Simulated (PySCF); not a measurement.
CH8O2Si2, SMILES O[Si](O)([SiH3])C. Coordinates come from a PBE-D3(BJ)/def2-SVP optimisation. The structure was generated by enumeration, and PubChem lists no compound with its InChIKey, so it may never have been made. The values are those of a single conformer.

These are PySCF 2.14.0 with PBE-D3(BJ)/def2-SVP values and carry that method's errors.

Harmonic wavenumbers (cm⁻¹): 84, 105, 125, 135, 158, 167, 216, 243, 325, 423, 485, 490, 652, 714, 737, 778, 797, 827, 883, 896, 905, 923, 1214, 1377, 1383, 2139, 2151, 2166, 2965, 3061, 3073, 3739, 3768. Rotational constants (GHz): 3.421, 2.006, 1.927; symmetry number 1.

Task: Work out the zero-point energy and the ideal-gas rigid-rotor harmonic-oscillator thermochemistry at 298.15 K and 1 atm.

Result: ZPE = ½ Σ hcν = ½ × 38103 cm⁻¹ = 227.91 kJ/mol. H − E(el) = 256.44 kJ/mol. Entropy in J/(mol K): translation 167.17, rotation 115.43, vibration 115.50, total 398.09. G − E(el) = 137.75 kJ/mol. Cp = 148.71 J/(mol K). Modes under 150 cm⁻¹ make the vibrational entropy uncertain.
